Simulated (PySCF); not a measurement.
C2H4BFO2, SMILES CC(=O)B(O)F. Geometry optimised at PBE-D3(BJ)/def2-SVP. The structure was generated by enumeration, and PubChem lists no compound with its InChIKey, so it may never have been made. One conformer was computed; it need not be the lowest.

Computed equilibrium geometry at PBE-D3(BJ)/def2-SVP (PySCF confirms it by a frequency run) as a Z-matrix, and its point group (one conformer of several):
point group Cs.
```
C
O 1 1.2353
C 1 1.5047 2 122.56
H 3 1.1060 1 111.20 2 0.00
H 3 1.1113 4 110.34 1 121.90
H 3 1.1113 4 110.34 5 116.20
B 1 1.6238 2 114.90 3 180.00
F 7 1.3363 1 123.14 2 180.00
O 7 1.3464 8 121.15 1 180.00
H 9 0.9889 7 105.00 8 180.00
```
Charge 0, spin multiplicity 1.
